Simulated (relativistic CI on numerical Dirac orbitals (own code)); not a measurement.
## Line list: Electric-dipole lines, Er LIV

Computed by Dirac-Coulomb-Breit CI, separate exchange-only KLI orbitals for each configuration, model QED (radiative potential, 1s self-energy scaled to tabulated hydrogen-like ionisation energies), unscaled Slater integrals (own radial code, finite nucleus).

Configuration list (outside the closed core [Ne]): 3s²3p³, 3s3p⁴, 3s²3p²3d, 3p⁵, 3s3p³3d, 3p⁴3d, 3s3p²3d², 3s²3p3d4p, 3p⁴4s, 3s3p²3d4s, 3s²3p²4s, 3p⁴4p, 3s²3p3d², 3s²3d³, 3s3p3d³, 3s²3d²4s, 3p³3d², 3p²3d³, 3p²3d²4s, 3s²3p3d4s, 3s3p3d²4s, 3s²3d4s², 3s3p²3d4p, 3s3p3d²4p, 3p²3d²4p, 3s3p3d4s4p. Double excitations out of closed p, d and f shells are left out; levels of such configurations are missing from the list, as are those of other unlisted configurations, and high levels can miss mixing partners.

```tsv
λ vac (nm)	Lower	Upper	A (s⁻¹)	log gf	S velocity/length
2.5624	3s²3p²3d ²D3/2 [2]	3s²3p3d² ²D°3/2 [47]	2.64e+12	0.02	0.99
2.5736	3s²3p²3d ²D5/2 [6]	3s²3p3d² ²P°3/2 [64]	2.81e+12	0.05	0.87
2.5773	3s²3p²3d ²G7/2 [13]	3s3p³3d ²F°7/2 [122]	1.06e+12	-0.07	0.99
2.5800	3s²3p²3d ²D3/2 [2]	3s3p³3d ⁴D°3/2 [46]	8.27e+11	-0.48	0.95
2.5858	3s²3p²3d ²D3/2 [2]	3s²3p3d² ⁴D°1/2 [44]	2.22e+12	-0.35	0.85
2.5877	3s²3p²3d ⁴D7/2 [18]	3s²3p3d² ⁴D°5/2 [139]	1.46e+12	-0.06	0.87
2.6016	3s²3p²3d ²D5/2 [14]	3s²3p3d² ²P°3/2 [134]	2.09e+12	-0.07	0.85
2.6048	3s²3p³ ²P°3/2 [1]	3s²3p²3d ²D3/2 [17]	3.21e+12	0.12	1.02
2.6055	3s²3p³ ²P°3/2 [1]	3s²3p²3d ²P1/2 [15]	2.31e+12	-0.33	0.97
2.6066	3s²3p²3d ²D5/2 [6]	3s²3p3d² ²F°7/2 [62]	1.84e+12	0.18	1.09
2.6160	3s²3p³ ⁴S°3/2 [3]	3s²3p²3d ⁴P1/2 [51]	2.51e+12	-0.29	0.98
2.6202	3s²3p²3d ⁴D7/2 [18]	3s²3p3d² ⁴F°7/2 [138]	1.34e+12	0.04	1.00
2.6207	3s²3p²3d ²D5/2 [6]	3s²3p3d² ⁴D°5/2 [61]	2.63e+12	0.21	1.00
2.6227	3s²3p³ ⁴S°3/2 [3]	3s²3p²3d ²D3/2 [50]	1.48e+12	-0.21	1.02
2.6284	3s²3p²3d ²F7/2 [22]	3s²3p3d² ²G°9/2 [148]	1.26e+12	0.11	1.10
2.6396	3s²3p³ ⁴S°3/2 [3]	3s²3p²3d ²D5/2 [49]	6.08e+11	-0.42	1.04
2.6455	3s3p⁴ ⁴P5/2 [7]	3s3p³3d ⁴P°3/2 [85]	1.48e+12	-0.21	0.98
2.6505	3s²3p²3d ²D3/2 [17]	3s²3p3d² ²P°3/2 [134]	1.80e+12	-0.12	0.91
2.6538	3s²3p³ ²P°3/2 [1]	3s²3p²3d ²D5/2 [14]	1.79e+12	0.05	1.04
2.6687	3s²3p³ ²P°1/2 [5]	3s²3p²3d ²D3/2 [55]	1.62e+12	-0.16	1.03
2.6853	3s²3p³ ²D°5/2 [4]	3s²3p²3d ²D3/2 [50]	8.96e+11	-0.41	0.97
2.6908	3s3p⁴ ⁴P5/2 [7]	3s3p³3d ⁴D°7/2 [83]	8.97e+11	-0.11	1.05
2.6940	3s3p⁴ ⁴P5/2 [7]	3s3p³3d ⁴P°5/2 [82]	1.28e+12	-0.08	1.02
2.6958	3s²3p²3d ²G9/2 [20]	3s²3p3d² ⁴G°11/2 [137]	9.97e+11	0.12	1.13
2.7030	3s²3p³ ²D°5/2 [4]	3s²3p²3d ²D5/2 [49]	1.17e+12	-0.12	1.01
2.7032	3s²3p³ ²D°5/2 [4]	3s²3p²3d ²F7/2 [48]	1.22e+12	0.03	1.06
2.7216	3s²3p²3d ²G9/2 [20]	3s²3p3d² ⁴G°9/2 [136]	1.72e+12	0.28	1.01
2.7306	3s²3p²3d ²D5/2 [14]	3s3p³3d ²F°7/2 [122]	7.53e+11	-0.17	1.06
2.7717	3s²3p²3d ²D3/2 [17]	3s²3p3d² ⁴F°5/2 [125]	1.30e+12	-0.05	1.09
2.8074	3s²3p²3d ²D3/2 [2]	3s²3p3d² ⁴G°5/2 [36]	1.01e+12	-0.15	1.10
2.9593	3s²3p²3d ²G9/2 [20]	3s3p³3d ⁴D°7/2 [119]	1.05e+12	0.04	0.86
2.9673	3s²3p²3d ²G7/2 [13]	3s3p³3d ²F°5/2 [91]	1.28e+12	0.00	0.84
2.9872	3s²3p³ ²D°5/2 [4]	3s3p⁴ ²P3/2 [39]	1.12e+12	-0.22	0.93
3.0023	3s²3p²3d ²G7/2 [13]	3s3p³3d ²G°7/2 [89]	6.50e+11	-0.15	1.02
3.0172	3s²3p²3d ²D3/2 [2]	3s3p³3d ²F°5/2 [32]	6.23e+11	-0.29	1.10
3.0602	3s²3p³ ²P°3/2 [1]	3s3p⁴ ²P3/2 [8]	4.76e+11	-0.57	0.98
3.0875	3s²3p²3d ²D5/2 [6]	3s3p³3d ²F°7/2 [42]	4.96e+11	-0.25	1.09
3.1460	3s²3p³ ²D°5/2 [4]	3s3p⁴ ²D5/2 [34]	6.25e+11	-0.25	0.99
3.1849	3s²3p³ ⁴S°3/2 [3]	3s3p⁴ ⁴P3/2 [31]	5.99e+11	-0.44	1.00
4.2127	3s²3p³ ²P°3/2 [16]	3s²3p²3d ²D5/2 [66]	6.59e+11	0.02	1.08
4.2263	3s²3p³ ⁴S°3/2 [3]	3s²3p²3d ²D5/2 [23]	4.69e+11	-0.12	1.06
4.3915	3s²3p³ ²D°5/2 [4]	3s²3p²3d ²F7/2 [22]	3.29e+11	-0.12	1.08
4.4202	3s3p⁴ ²P3/2 [8]	3s3p³3d ²D°5/2 [45]	3.02e+11	-0.27	1.09
4.4326	3s3p⁴ ⁴P5/2 [7]	3s3p³3d ⁴D°7/2 [40]	1.91e+11	-0.35	1.08
4.5638	3s²3p³ ²P°3/2 [1]	3s²3p²3d ²D5/2 [6]	1.44e+11	-0.57	1.07
```

Terms are leading LS components. Brackets give the number of a level in order of energy, since labels repeat. The list gives strong lines, with weight on those to low levels, among the lowest 200 of 3317 levels, so that lines to higher ones, which can be the strongest, are missing. Levels whose partners in the same complex of configurations lie outside the list can be far off, and so can their lines. Rates are taken at the computed energies, electric ones in the length gauge. A velocity-to-length ratio far from 1 marks an uncertain rate.

At this charge energies of transitions that change n are usually good to better than 1 %, and those within a shell (Δn = 0) to a few per cent.

LS names give the leading component of a level, which can be under half, so a name can repeat, a term be missing and a line seem to break the LS rules.
